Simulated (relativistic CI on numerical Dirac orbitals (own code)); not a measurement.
# Co⁺ in a cubic cluster: 3p photoemission with charge transfer

Computed with a charge-transfer multiplet model of a cubic metal-ligand cluster with up to 2 ligand holes, Slater and spin-orbit integrals from Dirac-Coulomb-Breit ions, Slater integrals scaled by 0.7. The ground state mixes d8 with configurations of k ligand holes L, whose averages lie at kΔ + k(k − 1)U_dd/2; a core hole lowers each added d electron by U_cd. 20 K, Lorentzian 0.9 eV and Gaussian 0.8 eV FWHM.

Atomic integrals in eV (Slater integrals scaled, ζ unscaled), ground: F2dd 7.249, F4dd 4.465, zeta_d 0.056; with the core hole: F2dd 8.156, F4dd 5.065, zeta_d 0.063, zeta_core 1.195, F2cd 9.047, G1cd 11.222, G3cd 6.784.

Cluster parameters (eV): Δ = 3.8, U_cd = 8.8, 10Dq = 0.4, 10Dq(ligand) = 1.6, V(eg) = 2.35, V(t2g) = -1.01, final-state hopping factor = 1.

```csv
Case,n_d,d8,d9L,d10L2,S
U_dd = 5.6 eV,8.30,0.71,0.28,0.01,1.00
U_dd = 6.3 eV,8.30,0.71,0.28,0.01,1.00
U_dd = 7 eV,8.30,0.71,0.27,0.01,1.00
U_dd = 7.7 eV,8.29,0.72,0.27,0.01,1.00
U_dd = 8.4 eV,8.29,0.72,0.27,0.01,1.00
```

Weights, n_d and S are thermal averages at 20 K. Binding energies count from the first peak over 30 % of the highest in each spectrum, which can be another peak from case to case. The parameters are a model scan and need not match a compound or its usual spin state. Peaks in eV (height, largest 100):
- U_dd = 5.6 eV: 0.0 (100), 6.6 (56), 11.6 (37), 13.9 (18), 16.5 (5), 19.0 (9), 20.6 (15)
- U_dd = 6.3 eV: 0.0 (100), 6.5 (53), 11.5 (35), 13.7 (18), 16.3 (5), 18.8 (9), 20.4 (15)
- U_dd = 7 eV: 0.0 (100), 6.6 (49), 11.5 (32), 13.5 (18), 16.2 (5), 18.7 (9), 20.3 (15)
- U_dd = 7.7 eV: 0.0 (100), 6.6 (45), 9.3 (24), 11.5 (30), 16.1 (5), 18.6 (9), 20.2 (15)
- U_dd = 8.4 eV: 0.0 (100), 4.8 (28), 6.7 (41), 9.9 (26), 11.5 (27), 16.1 (5), 18.6 (9), 20.2 (15)

For the case U_dd = 7.7 eV, Δ = 3.8 eV is smaller than U_dd = 7.7 eV, the charge-transfer side of the Zaanen-Sawatzky-Allen scheme. With the core hole the average of the configuration with one ligand hole lies at Δ − U_cd = -5.0 eV before mixing: it lies below the unscreened one, so the lowest final states are mostly screened and the unscreened weight appears at higher binding energy as a satellite.
